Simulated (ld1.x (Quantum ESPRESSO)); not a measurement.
# Rh (Z = 45): one change to a PAW potential, before and after

Rh (Z = 45), PAW, made with ld1.x (Quantum ESPRESSO) 7.5 (PBE, scalar-relativistic). Core [Ar] 3d10 4s2, reference 4p6 4d8 5s1 5p0. Waves: 5s (bound): rcut 2.40, rcutus 3.05 bohr; 5s channel at 1.1 Ry: rcut 2.40, rcutus 3.05 bohr; 4p (bound): rcut 1.45, rcutus 1.65 bohr; 5p (bound, empty): rcut 1.45, rcutus 1.65 bohr; 4d (bound): rcut 1.70, rcutus 1.80 bohr; 4d channel at 0.7 Ry: rcut 1.70, rcutus 1.80 bohr. Local part: all-electron potential smoothed inside 2.50 bohr (lloc = -2). Core correction: Bessel-smoothed model core, default radius (core density twice the valence density). Augmentation charge: BESSEL, radius 1.25 bohr.

All-electron outer shells of the reference configuration (PBE, scalar-relativistic, ld1.x):

```tsv
shell	level (eV)	outermost node (bohr)	outermost maximum (bohr)
3d	-300.61	–	0.29
4s	-82.49	0.47	0.88
4p	-50.42	0.47	0.94
4d	-5.94	0.46	1.14
5s	-4.30	1.19	2.63
5p	-0.85	1.35	3.93
```

Change: all radii but the core radius scaled by about 1.31 (s 3.98, p 2.16, d 2.36 bohr, rcut 3.14/1.90/2.22); local potential all-electron potential smoothed inside 3.26 bohr (lloc = -2); augmentation BESSEL, radius 1.64 bohr.

Cutoffs: the cutoffs (Ry, on a coarse ladder) from which the occupation-weighted sum of valence levels, in a spherical-Bessel basis at the reference potential, stays within 10 and 1 mRy of its value at 400 Ry; they do not see the model core or the augmentation charge, which bear on the density cutoff. Errors are all-electron minus pseudo energies relative to the spin-unpolarised reference configuration.

Task: What does the change do?

Result: The potential gets softer (40 Ry and 60 Ry → 18 Ry and 35 Ry); the number of tests that count goes from 6 to 0 (the test run of the changed file stopped, so its transferability is not established); neither file shows a bound ghost at the reference potential, the only one tested. A larger radius leaves more room for a smooth pseudo-wave, so fewer plane waves are needed.

| quantity | base | changed |
| --- | --- | --- |
| cutoff, loose | 40 Ry | 18 Ry |
| cutoff, tight | 60 Ry | 35 Ry |
| loose cutoff by channel (10 mRy a level) | s 6 Ry, p 25 Ry, d 30 Ry | s 6 Ry, p 15 Ry, d 15 Ry |
| bound ghosts | none | none |
| tests counted (converged, no solver errors) | 6 of 7 | 0 of 7 (the test run stopped) |
| lowest overlap eigenvalue by channel | s 0.45, p 0.17, d 1.00 | s 0.61, p 0.08, d 0.17 |

Base: Tests not counted: 4p6 4d6 5s0 5p0 (solver errors, printed error -1623 eV). Changed file: Tests not counted: 4p6 4d8 5s0 5p0 (solver errors, printed error -1758 eV); 4p6 4d7 5s0 5p0 (solver errors, printed error -1592 eV); 4p6 4d6 5s0 5p0 (solver errors, printed error -1414 eV).
